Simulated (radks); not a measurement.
Results of a calculation; reference values are marked as such.
The tungsten ion W2+ inside a hard spherical wall (all orbitals vanish at R), configuration held at [Xe] 4f14 5d4 and not refilled when levels cross. Level of theory: scalar-relativistic Kohn-Sham, LDA (Slater exchange, VWN5 correlation), spin-unpolarised, spherical densities, finite nucleus; Fermi nuclear charge, rms radius 5.3658 fm (a radial shooting solver on a logarithmic mesh with Libxc functionals). Eigenvalues in eV, with the zero of energy where the potential of the charges vanishes at infinity; a dash marks a level that is unbound or too diffuse for the functional's potential to be trusted. A positive occupied level is held by the wall or, in an anion where self-interaction has pushed it up, behind a barrier. The pressure on the wall is -dE/dV.

| R (bohr) | E (hartree) | kinetic (hartree) | e(5s) | e(5p) | e(4f) | e(5d) | e(6s, empty) | e(6p, empty) | pressure (GPa) |
|---|---|---|---|---|---|---|---|---|---|
| free | -16129.6872 | 17761.491 | -95.474 | -59.597 | -49.701 | -20.201 | -19.631 | -13.164 | 0 |
| 20 | -16129.6872 | 17761.491 | -95.474 | -59.597 | -49.701 | -20.201 | -19.631 | -13.164 | < 0.0001 |
| 15 | -16129.6872 | 17761.491 | -95.474 | -59.597 | -49.701 | -20.201 | -19.631 | -13.164 | < 0.0001 |
| 12 | -16129.6872 | 17761.491 | -95.474 | -59.597 | -49.701 | -20.201 | -19.631 | -13.164 | < 0.0001 |
| 10 | -16129.6872 | 17761.491 | -95.474 | -59.597 | -49.701 | -20.200 | -19.631 | -13.162 | < 0.0001 |
| 8 | -16129.6871 | 17761.492 | -95.470 | -59.593 | -49.697 | -20.197 | -19.625 | -13.115 | 0.00358 |
| 7 | -16129.6868 | 17761.496 | -95.450 | -59.574 | -49.677 | -20.180 | -19.594 | -12.969 | 0.0347 |
| 4 | -16129.5795 | 17762.153 | -93.284 | -57.544 | -47.381 | -17.922 | -14.895 | -4.300 | 28.8 |
| 2.5 | -16127.4995 | 17772.129 | -80.366 | -44.435 | -32.448 | 0.968 | 30.586 | 56.184 | 1920 |
